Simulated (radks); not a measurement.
Results of a calculation; reference values are marked as such.
The sulfur anion S-, [Ne] 3s2 3p5, held by a Watson sphere: a shell of charge +0.8 at radius R that stands for the Madelung well of a crystal (potential energy -0.8/R inside, -0.8/r outside, in hartree with lengths in bohr). Level of theory: scalar-relativistic Kohn-Sham, LDA (Slater exchange, Perdew-Wang correlation), spin-unpolarised, spherical densities, finite nucleus; Fermi nuclear charge, rms radius of each element as measured or else 0.836 A^(1/3) + 0.57 fm (a radial shooting solver on a logarithmic mesh with Libxc functionals). Response by self-consistent Sternheimer equations with the Hartree and adiabatic LDA kernel, the relativistic mass of each level held fixed and spin-orbit coupling left out. The sphere does not respond.

R (bohr),e(2p) (eV),e(3s) (eV),e(3p) (eV),<r> 3p (bohr),sum of <r^2> (bohr^2),X-ray form factor at sin(theta)/lambda = 0.1 1/angstrom,alpha (bohr^3)
2.2,-153.19,-15.682,-5.793,2.136,36.57,14.773,27.70
2.94,-152.95,-14.817,-5.110,2.219,39.22,14.661,34.60
3.29,-152.77,-14.456,-4.782,2.250,40.25,14.623,38.22
3.58,-152.59,-14.181,-4.520,2.271,41.00,14.598,41.28
3.61,-152.57,-14.153,-4.494,2.273,41.07,14.596,41.60
3.66,-152.54,-14.108,-4.450,2.276,41.19,14.592,42.12
4.4,-152.07,-13.504,-3.852,2.314,42.64,14.550,49.81
4.62,-151.94,-13.346,-3.692,2.323,42.98,14.541,52.00
